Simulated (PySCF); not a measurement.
C3H5Cl2FSi, SMILES C=CC[Si](F)(Cl)Cl.

Geometry optimised at r2SCAN-D4/def2-SVP. One conformer was computed; it need not be the lowest.

Vertical ionisation energy (IE) and electron affinity (EA) in eV. Rows of orbital energies are one-electron estimates. Where ΔSCF, EOM or ADC give a negative EA the extra electron is unbound and the value depends on the basis.

```json
[
 {"level": "−ε(HOMO), −ε(LUMO), B3LYP/def2-TZVP (PySCF)", "IE": "[?]", "EA": "[?]"},
 {"level": "−ε(HOMO), −ε(LUMO), PBE/def2-TZVP (PySCF)", "IE": "6.54", "EA": "1.37"}
]
```

### Question
Complete the blanks. (Estimate from the structure and the level; the computed values follow.)

### Answer

- −ε(HOMO), −ε(LUMO), B3LYP/def2-TZVP (PySCF), IE: 7.44
- −ε(HOMO), −ε(LUMO), B3LYP/def2-TZVP (PySCF), EA: 0.60
